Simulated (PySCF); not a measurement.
C4H10AlO2 (SMILES CC[O][Al][O]CC), doublet, geometry from GFN2-xTB (such geometries of metal compounds can be far from the true shape) (the spin is typed, not shown lowest).

PySCF was given this input:
```python
from pyscf import gto, scf, dft

mol = gto.M(
    atom='''
Al    0.067703   -0.002751    0.108264
O    -1.455115   -0.430798    0.620079
C    -2.728659   -0.765510    1.107870
C    -2.997874   -0.081654    2.440898
H    -3.476725   -0.456431    0.368677
H    -2.782615   -1.853843    1.225965
H    -2.941436    0.997768    2.320667
H    -3.986463   -0.349523    2.806104
H    -2.251882   -0.387993    3.170617
O     1.590312    0.149855   -0.542351
C     2.839146    0.282679   -1.170412
C     2.682751    0.784448   -2.598967
H     3.445958    0.986712   -0.589208
H     3.337179   -0.693696   -1.167682
H     2.186239    1.752083   -2.598877
H     3.657953    0.883104   -3.069885
H     2.077897    0.085344   -3.171963
''',
    basis='sto-3g',
    charge=0,
    spin=1,
    verbose=4,
)

mf = dft.UKS(mol)
mf.xc = 'camb3lyp'
mf.kernel()
mf.analyze()
```

Question: What is the computed dipole moment (CAMB3LYP/STO-3G run with PySCF)?

Answer: 0.15 D

Question: Give the number of basis functions at the level CAMB3LYP/STO-3G.

Answer: 49

Question: Predict the <S^2> from CAMB3LYP/STO-3G.

Answer: 0.755

Question: What is the computed nuclear repulsion energy (CAMB3LYP/STO-3G)?

Answer: 340.2024 Eh

Question: What is the computed HOMO energy (CAMB3LYP/STO-3G)?

Answer: -0.94 eV

These values belong to the state on which the SCF converged, which isn't shown to be the lowest.
